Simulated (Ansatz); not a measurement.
```yaml
crystal:
  periodic: [false, false, false]
  atoms:
    - {symbol: Ag, position_ang: [3.607227, 2.519050, -0.580309]}
    - {symbol: Ag, position_ang: [1.764000, 0.550877, -0.594899]}
    - {symbol: Ag, position_ang: [-0.896819, -0.740082, -0.081153]}
    - {symbol: H, position_ang: [-2.468402, -0.480333, 1.079143]}
    - {symbol: H, position_ang: [-2.763669, -0.806546, 0.611708]}
    - {symbol: H, position_ang: [0.795851, -0.789343, -0.739576]}
basis:
  gaussian: {orbitals: def2-SVP}
total_charge: 2
magnetization: {spin_polarized: true, initial_magnetization: 0}
hamiltonian: {xc: {name: PBE-QIDH}}
```

```sh
$ ansatz run in.yaml --threads 4 --pin off --events-out ev --progress --plain --max-ram 3916MiB
```

Output, abridged:

```
Functional definition: PBE-QIDH
1137 factors; integrals over basis functions are off by at most 6.1e-4 eV
mean field evaluation 1: about -11990.2711 eV, gradient 4.9e1 eV
mean field evaluation 2: about -11990.4068 eV, gradient 4.9e1 eV
mean field evaluation 4: about -12001.3523 eV, gradient 2.3e0 eV
mean field evaluation 8: about -12001.4368 eV, gradient 3.0e-1 eV
mean field evaluation 16: about -12001.4409 eV, gradient 1.7e-3 eV
mean field evaluation 32: about -12001.4397 eV, gradient 2.0e-1 eV
mean field -12001.44092869 eV, -441.0448192607 hartree, gradient 6.6e-6 eV, S^2 0.000000; 2 other end points of the search recorded, 0 dependent functions left out
reference -12001.44094460 eV, -441.0448198451 hartree; 29, 29 occupied and 79, 79 virtual orbitals, 1137 factors
second order -29.95803347 eV of doubles, -0.00000000 eV of singles
Total energy: -12011.42695576 eV, -441.4117989864 hartree
```

Run time 4.6 s (4 threads of Arm Neoverse V2 on a shared host).

In the def2 sets Ag takes a core potential; there is no spin–orbit coupling. Correlated methods freeze no core orbitals; core or outer-core shells of Ag are correlated, in sets that lack core-valence functions.
